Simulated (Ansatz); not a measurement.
`[CH3][SnH2][Cl]` + H₂ → `[CH3][SnH3]` + HCl at 298.15 K and 1 bar (hydrogenolysis of the Sn–Cl bond).

Program: Ansatz. Geometries: PBE0-D4/def2-TZVP. ΔE: electronic, gas phase. CCSD(T)/CBS is the MP2 limit (def2-TZVPP, def2-QZVPP) plus CCSD(T) − MP2 in def2-TZVPP, frozen cores. This one scheme is used for every species. def2 core potentials past Kr. For Sn outer-core shells are correlated without core-valence functions, which leaves a few kJ/mol of doubt a bond.

```csv
species,CCSD(T)/CBS energy (Eh),H − E (kJ/mol),S (J/(mol·K))
`[CH3][SnH2][Cl]`,-714.90153,151.5,330.7
H₂,-1.17544,35.1,130.4
`[CH3][SnH3]`,-255.66383,162.1,284.7
HCl,-460.38127,26.6,186.8
```

H − E and S are ideal-gas, rigid-rotor, harmonic terms from PBE0-D4/def2-TZVP. The MP2-based limit puts H₂ 0.8 mEh under its directly extrapolated value; such offsets cancel only in part. 1 Eh = 2625.50 kJ/mol, R = 8.31446 J/(mol·K).

Task: By hand: ΔE, ΔH, ΔS and ΔG.

Result: ΔE = (-255.66383) + (-460.38127) − (-714.90153) − (-1.17544) = 0.03187 Eh = 83.7 kJ/mol. Δ(H − E) = 162.1 + 26.6 − 151.5 − 35.1 = 2.1, so ΔH = 85.8 kJ/mol. ΔS = 284.7 + 186.8 − 330.7 − 130.4 = 10.4 J/(mol·K). ΔG = 85.8 − 298.15 × (10.4)/1000 = 82.7 kJ/mol.

Task: By hand: the equilibrium constant, and the temperature at which ΔG would vanish if ΔH and ΔS stayed fixed.

Result: log₁₀ K = −ΔG/(RT ln 10) = -14.5. ΔG = 0 at ΔH/ΔS = 8250 K, far beyond where these terms or the molecules hold.

The number of gas molecules stays the same, so ΔS is small and ΔH decides. A doubt of 5 kJ/mol in ΔE shifts log₁₀ K by 0.9 here. These are equilibria of isolated gas molecules and say nothing of rates. Largest T1 diagnostic: 0.012 (customary marks: 0.02 for closed shells, 0.045 for open ones).
